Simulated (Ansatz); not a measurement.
The cluster Zn2Cu. Total charge 0; doublet. Geometry PBE-D4/def2-TZVP, basis def2-TZVP, Ansatz.

Cartesian coordinates in Å:
```
Cu -1.204 1.711 -1.357
Zn 1.256 -1.796 1.423
Zn -0.052 0.085 -0.066
```

```
run  HOMO (eV)  LUMO (eV)
  A      -3.83      -3.25
  B      -4.25      -2.34
  C      -5.70      -0.99
  D      -4.08      -2.85
```

Another isomer (doublet) lies 0.28 eV lower at PBE0-D4/def2-TZVP; other spin states weren't run for this one.

HOMO and LUMO are taken over both spins.

**Question.** The runs used PBE, PBE0, r2SCAN, ωB97M-V. Estimate which is which.

**Answer.** A PBE (0 % exact exchange); B PBE0 (25 % exact exchange); C ωB97M-V (range-separated); D r2SCAN (0 % exact exchange). Exact exchange lowers occupied and raises empty levels; among semilocal functionals meta-GGAs tend to open the gap a little, and such runs are hard to tell apart. The gap grows from 0.59 eV (PBE) to 4.72 eV (ωB97M-V).
